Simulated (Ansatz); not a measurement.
Consider the redistribution: `CB(O)[SeH]` + `C[Se]CN` → `NCB(O)[SeH]` + dimethyl selenide.

Program: Ansatz. Geometries: PBE0-D4/def2-TZVP. ΔE: electronic, gas phase. CCSD(T)/CBS is the MP2 limit (def2-TZVPP, def2-QZVPP) plus CCSD(T) − MP2 in def2-TZVPP, frozen cores. Functionals use def2-TZVPP. For Se outer-core shells are correlated without core-valence functions, which leaves a few kJ/mol of doubt a bond. Scalar relativity is left out up to krypton. Each species was taken in one conformer, which may not be the lowest.

```json
{"species": "`CB(O)[SeH]`", "PBE0-D4 energy (Eh)": "-2542.44387"}
{"species": "`C[Se]CN`", "PBE0-D4 energy (Eh)": "-2536.33882"}
{"species": "`NCB(O)[SeH]`", "PBE0-D4 energy (Eh)": "-2597.74711"}
{"species": "`C[Se]C`", "PBE0-D4 energy (Eh)": "-2481.02350"}
```

Problem. Work out ΔE.

Solution. ΔE = (-2597.74711) + (-2481.02350) − (-2542.44387) − (-2536.33882) = 0.01208 Eh = +31.7 kJ/mol. CCSD(T)/CBS gives +29.8 kJ/mol.

Largest T1 diagnostic among the species: 0.011.
